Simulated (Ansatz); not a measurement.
System: CCl2F (charge 0, doublet). It need not be the lowest isomer of its formula. 
Structure (B3LYP-D3(BJ)/def2-TZVP (Ansatz, a first-principles code) minimum search):
```
C
F 1 1.3289
Cl 1 1.7235 2 113.28
Cl 1 1.7235 2 113.28 3 137.42
```
Charge 0, spin multiplicity 2.

Property: vertical electron affinity (to the singlet state of charge -1; a negative value means that the extra electron is unbound and the number depends on the basis; each state is the SCF solution reached for its spin), in eV. Correlated levels leave the core frozen unless marked. Open shells are spin-unrestricted. No spin-orbit coupling. Non-relativistic. Anions need diffuse functions: aug- sets have them; def2-D sets add few. Basis-set limits of correlation are two-point, X^-3; Hartree-Fock from the larger set. The bracket is a focal-point correction in the basis named.

```tsv
level	program	vertical electron affinity (eV)
PBE0/def2-TZVPD	Ansatz	0.60
BHLYP/def2-TZVPD	Ansatz	0.54
```

Task: Predict the RI-MP2/CBS(aug-cc-pV(T+d)Z,aug-cc-pV(Q+d)Z)+[CCSD(T)-MP2]/aug-cc-pV(D+d)Z result (Ansatz).

Result: 0.84 eV, so BHLYP/def2-TZVPD differs from it by -0.30 eV.
